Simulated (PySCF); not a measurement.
C4H4F2O2.

```xyz
12

O      3.0917     0.2468     0.0959
C      2.0141    -0.1790    -0.2246
C      0.7435     0.6418    -0.1438
C     -0.1475     0.3487     1.0904
C     -1.1391    -0.1456     0.0380
F     -1.4545    -1.4532     0.0909
F     -2.2991     0.5269    -0.0519
O     -0.2912     0.1372    -1.0237
H      1.8557    -1.2309    -0.5810
H      0.9656     1.7044    -0.3255
H      0.2111    -0.4351     1.7701
H     -0.4796     1.2315     1.6488
```
Charge 0, spin multiplicity 1.

Coordinates come from a B3LYP-D3(BJ)/def2-SVP optimisation. The structure was generated by enumeration; whether it is a known compound was not checked. The values are those of a single conformer.

Computed with PySCF with PBE0/pcSseg-1. Non-relativistic, no solvent.

Computed absolute GIAO shielding of each atom: isotropic value and principal components (ppm):
```json
[
 {"atom": "O1", "σ(iso)": "-386.6", "σ11": "-1057.4", "σ22": "-470.5", "σ33": "368.2", "span": "1425.6"},
 {"atom": "C2", "σ(iso)": "-23.6", "σ11": "-112.8", "σ22": "-34.0", "σ33": "76.1", "span": "188.8"},
 {"atom": "C3", "σ(iso)": "112.5", "σ11": "85.2", "σ22": "119.8", "σ33": "132.7", "span": "47.5"},
 {"atom": "C4", "σ(iso)": "144.6", "σ11": "119.7", "σ22": "134.5", "σ33": "179.7", "span": "60.1"},
 {"atom": "C5", "σ(iso)": "55.8", "σ11": "34.9", "σ22": "51.0", "σ33": "81.5", "span": "46.6"},
 {"atom": "F6", "σ(iso)": "238.3", "σ11": "170.5", "σ22": "215.1", "σ33": "329.2", "span": "158.7"},
 {"atom": "F7", "σ(iso)": "244.4", "σ11": "179.1", "σ22": "223.2", "σ33": "330.8", "span": "151.7"},
 {"atom": "O8", "σ(iso)": "178.7", "σ11": "115.6", "σ22": "165.6", "σ33": "254.8", "span": "139.2"},
 {"atom": "H9", "σ(iso)": "21.1", "σ11": "18.9", "σ22": "20.4", "σ33": "24.1", "span": "5.3"},
 {"atom": "H10", "σ(iso)": "27.0", "σ11": "23.8", "σ22": "26.0", "σ33": "31.2", "span": "7.4"},
 {"atom": "H11", "σ(iso)": "28.5", "σ11": "26.3", "σ22": "26.6", "σ33": "32.6", "span": "6.2"},
 {"atom": "H12", "σ(iso)": "28.0", "σ11": "25.5", "σ22": "26.1", "σ33": "32.4", "span": "6.9"}
]
```
